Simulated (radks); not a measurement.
Problem. Species: the arsenic ion As18+. Configuration: [Ne] 3s2 3p3. Method: non-relativistic Kohn-Sham, LB94 model potential, spin-polarised, spherical densities, point nucleus; open shells are filled with parallel spins first; computed with a radial shooting solver on a logarithmic mesh with Libxc functionals. Some entries of the table are withheld. Estimate them.

| orbital | occ. | eigenvalue (hartree) | r(max) (bohr) | <r^2> (bohr^2) |
|---|---|---|---|---|
| 1s down | 1 | -453.4921 | 0.03062 | 0.002868 |
| 1s up | 1 | -453.4779 | 0.03062 | 0.002869 |
| 2s up | 1 | -79.82788 | 0.1729 | 0.04883 |
| 2s down | 1 | -79.80922 | 0.1732 | 0.04899 |
| 2p up | 3 | -74.42413 | 0.1370 | 0.03776 |
| 2p down | 3 | -74.33939 | 0.1372 | 0.03793 |
| 3s up | 1 | (1) | 0.4870 | 0.3102 |
| 3s down | 1 | (2) | 0.4847 | 0.3086 |
| 3p up | 3 | -26.43500 | 0.4693 | 0.2980 |
| 3p down | 0 | -26.18749 | 0.4659 | 0.2955 |

Solution. 
(1) 3s up eigenvalue (hartree): -28.25225
(2) 3s down eigenvalue (hartree): -27.96744
